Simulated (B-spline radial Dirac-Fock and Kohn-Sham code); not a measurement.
**Anomalous scattering factors of Ce, 5.229 keV to 43.58 keV**

Method: the dispersion relation over Dirac-Hartree-Slater subshell photoionisation cross sections, with the Kissel-Pratt high-energy constant (isolated atom, no bound-bound lines or fine structure). Computed with an atomic code on a B-spline grid. The forward scattering factor is f₀ + f′ + i f″.

Edges near this range: K 40443.0 eV, L1 6548.0 eV, L2 6164.0 eV, L3 5723.0 eV.

| hν (eV) | λ (Å) | f′ (e) | f″ (e) | tabulated f′ | tabulated f″ |
| --- | --- | --- | --- | --- | --- |
| 5229 | 2.371 | -8.162 | 4.180 | -8.30 | 3.96 |
| 5414.7 | 2.290 | -9.262 | 3.955 | -9.47 | 3.76 |
| 5813 | 2.133 | -12.187 | 10.217 | -12.43 | 10.26 |
| 6000 | 2.066 | -10.347 | 9.742 | -10.43 | 9.63 |
| 6403.9 | 1.936 | ? | ? | ? | ? |
| 6930.3 | 1.789 | -4.797 | 12.265 | -4.79 | 12.10 |
| 7758 | 1.598 | -2.323 | 10.291 | -2.34 | 10.19 |
| 7965 | 1.557 | -1.970 | 9.872 | -1.98 | 9.78 |
| 8047.8 | 1.541 | -1.845 | 9.711 | -1.85 | 9.62 |
| 9251.7 | 1.340 | -0.712 | 7.765 | -0.72 | 7.68 |
| 10280 | 1.206 | -0.289 | 6.540 | -0.31 | 6.43 |
| 12000 | 1.033 | -0.029 | 5.063 | -0.05 | 4.95 |
| 13140 | 0.9436 | 0.001 | 4.347 | -0.02 | 4.23 |
| 13340 | 0.9294 | 0.000 | 4.237 | -0.02 | 4.12 |
| 14880 | 0.8332 | -0.048 | 3.518 | -0.07 | 3.39 |
| 15000 | 0.8266 | -0.054 | 3.470 | -0.07 | 3.35 |
| 17479.3 | 0.7093 | -0.208 | 2.665 | -0.22 | 2.56 |
| 17970 | 0.6900 | -0.242 | 2.540 | -0.26 | 2.44 |
| 22162.9 | 0.5594 | -0.546 | 1.759 | -0.56 | 1.71 |
| 24209.8 | 0.5121 | -0.693 | 1.504 | -0.71 | 1.47 |
| 30000 | 0.4133 | -1.129 | 1.026 | -1.14 | 1.00 |
| 40000 | 0.3100 | -3.688 | 0.609 | -3.89 | 0.60 |
| 43580 | 0.2845 | -1.674 | 3.059 | -1.70 | 3.05 |

Question: What are f′ and f″ at 6403.9 eV?

Answer: f′ = -8.152 and f″ = 11.993 electrons (tables: -8.44 and 11.84). By the optical theorem f″ corresponds to a photoabsorption cross section 2 rₑ λ f″ = 131000 b.

Tabulated f′: xraylib 4.2 anomalous scattering factors (Cullen et al., EPDL97); f″: Chantler's tables (J. Phys. Chem. Ref. Data 1995 and 2000). Both are theoretical tables.
